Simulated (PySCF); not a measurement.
A calculated (PBE0, PySCF 2.14, aug-cc-pwCVTZ-X2C with one added diffuse shell each of s, p, d, f type, the spin-free X2C one-electron Hamiltonian (Gaussian nucleus)) atom or ion has these occupied shells.

```json
{"shell": "1s", "electrons": "2", "orbital energy (eV)": "-37289.6", "rms radius, mean of both spins (bohr)": "0.0292"}
{"shell": "2s", "electrons": "2", "orbital energy (eV)": "-5921.8", "rms radius, mean of both spins (bohr)": "0.119"}
{"shell": "2p", "electrons": "6", "orbital energy (eV)": "-5314.0", "rms radius, mean of both spins (bohr)": "0.106"}
{"shell": "3s", "electrons": "2", "orbital energy (eV)": "-1262.2", "rms radius, mean of both spins (bohr)": "0.311"}
{"shell": "3p", "electrons": "6", "orbital energy (eV)": "-1065.5", "rms radius, mean of both spins (bohr)": "0.311"}
{"shell": "3d", "electrons": "10", "orbital energy (eV)": "-777.35", "rms radius, mean of both spins (bohr)": "0.289"}
{"shell": "4s", "electrons": "2", "orbital energy (eV)": "-252.84", "rms radius, mean of both spins (bohr)": "0.716"}
{"shell": "4p", "electrons": "6", "orbital energy (eV)": "-188.53", "rms radius, mean of both spins (bohr)": "0.762"}
{"shell": "4d", "electrons": "10", "orbital energy (eV)": "-93.794", "rms radius, mean of both spins (bohr)": "0.863"}
{"shell": "5s", "electrons": "2", "orbital energy (eV)": "-36.398", "rms radius, mean of both spins (bohr)": "1.74"}
{"shell": "5p", "electrons": "6", "orbital energy (eV)": "-20.426", "rms radius, mean of both spins (bohr)": "2.04"}
{"shell": "6s", "electrons": "2", "orbital energy (eV)": "-3.697", "rms radius, mean of both spins (bohr)": "5.13"}
```

Problem. Name the element and its charge.

Solution. Ba (barium, neutral), in [Xe] 6s2, closed-shell 1S.
